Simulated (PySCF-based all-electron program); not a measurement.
## Force along the bond of BaO, singlet

All-electron Kohn–Sham DFT on the free molecule, computed near the basis limit with an in-house program on PySCF integrals; Koelling–Harmon scalar relativity, no spin–orbit coupling, spin-restricted. Forces are good to about 0.009 eV/Å. In part, the full relativistic part was added along one bond alone. A positive force pushes the atoms apart.

```
r (Å)  PBE (eV/Å)
1.746       6.913
1.755           ?
1.940       0.081
1.950      -0.150
```

Q: What does PBE give at the lengths left open?

A: 1.755 Å: 6.470 eV/Å.

Q: Fit a Morse curve to the forces within 0.84 to 1.25 of the listed length with the smallest force. Where does the force vanish, what is the force constant, and what harmonic wavenumber follows with standard atomic masses?

A: PBE: 1.943 Å, 23 eV/Å², about 660 cm⁻¹. The points are far apart, so these are estimates.
